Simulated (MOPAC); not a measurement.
The molecule HfSe, closed-shell singlet (lowest of 2S+1 = 1, 3, 5, 7 at CCSD(T)/def2-TZVPP on PBE0 minima; our sources give no spin for the ground state, which may be another). No spin–orbit coupling. Se is treated without relativity.

The constants come from a fifth-degree fit in 1/R (seven points, main isotopes). Runs in def2 and cc sets follow the lowest solution found near the PBE0 minimum. The singlet is held restricted.

The state that PM6 reach isn't checked.

The values were computed with MOPAC for PM6 (differences of heats of formation). Each number belongs to the level named beside it.

Energies at PM6:

```json
[
 {"R (Å)": "2.135989", "E (hartree)": "-0.03200895"},
 {"R (Å)": "2.193408", "E (hartree)": "-0.04397478"},
 {"R (Å)": "2.246233", "E (hartree)": "-0.05113931"},
 {"R (Å)": "2.305949", "E (hartree)": "-0.05518396"},
 {"R (Å)": "2.365665", "E (hartree)": "-0.05532366"},
 {"R (Å)": "2.434568", "E (hartree)": "-0.05115979"},
 {"R (Å)": "2.514954", "E (hartree)": "-0.04120845"}
]
```

**Question.** With a reduced mass of 55.3395 u, find the minimum, the force constant and the constants.

**Answer.** A fifth-degree polynomial in 1/R puts the minimum at r_e = 2.3378 Å with force constant 451 N/m. Then ω_e = (1/2πc)√(k/μ) = 372 cm⁻¹ and B_e = h/(8π²cμr_e²) = 0.05574 cm⁻¹; the cubic and quartic terms give α_e = 2.1e-5 and ω_e x_e = 0.18 cm⁻¹.
